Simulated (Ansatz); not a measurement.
A nudged elastic band was laid between two geometries of FGeH3O (6 atoms, charge 0, multiplicity 1).

Theory: Ansatz 0.2.0, RKS PBE-D4/def2-SVP.

```yaml
movable_images: 5
climbing_image: yes
spring: 5.0 eV/Å²
optimiser: quadratic models (default)
start_path: through a guess of the saddle point
force_threshold: 0.05 eV/Å
iteration_limit: 60
end_points: relaxed
```

Image 0:

```xyz
6
Properties=species:S:1:pos:R:3
Ge 0.360 -0.068 0.059
O 0.664 -0.072 1.817
H -0.159 -0.214 2.321
H 1.748 0.085 -0.592
F -0.592 1.362 -0.327
H -0.510 -1.270 -0.395
```

Image 6:

```xyz
6
Properties=species:S:1:pos:R:3
Ge 0.017 0.069 -0.832
O 1.014 0.165 1.226
H 0.498 -0.459 1.774
H 1.913 -0.214 1.178
F -1.082 1.395 -0.350
H -0.848 -1.132 -0.113
```

Which bonds break or form, and what moves?

Bonds broken: Ge1–O2, Ge1–H4. Bonds formed: O2–H4.

What energy profile does the band end with?

The run converged. The highest image is number 4 of 0 to 6, 2.23 eV above the first end and 1.36 eV above the last; the last end lies 0.86 eV above the first. Neighbouring images differ by up to 1.2 eV, so the band resolves the path poorly. A vibrational analysis at the climbing image gives one clearly imaginary mode, 1199i cm⁻¹: a first-order saddle point. The orbitals stay closed-shell, which can raise the energy where a bond breaks towards radicals; this wasn't checked here.

```csv
image,path coordinate (Å),energy (eV),Ge1–O2 (Å),Ge1–H4 (Å),O2–H4 (Å)
0,0.00,0.00,1.78,1.54,2.65
1,0.60,0.08,1.78,1.54,2.70
2,1.20,0.15,1.79,1.55,2.69
3,1.80,0.99,1.82,1.53,2.10
4,2.40,2.23,2.01,1.63,1.45
5,3.09,1.02,2.26,2.28,0.99
6,3.78,0.86,2.29,2.78,0.98
```

What is the geometry of the highest image?


```xyz
6
Properties=species:S:1:pos:R:3:forces:R:3
Ge 0.190 -0.026 -0.332 0.00 0.00 0.00
O 0.724 0.208 1.595 0.00 0.00 0.00
H 0.644 -0.635 2.092 0.00 0.00 0.00
H 1.615 0.030 0.462 0.00 0.00 0.00
F -0.774 1.426 -0.606 0.00 0.00 0.00
H -0.887 -1.179 -0.327 0.00 0.00 0.00
```

Run time: 72 s on 2 threads of Arm Neoverse V2 (shared host), peak memory 0.12 GiB.
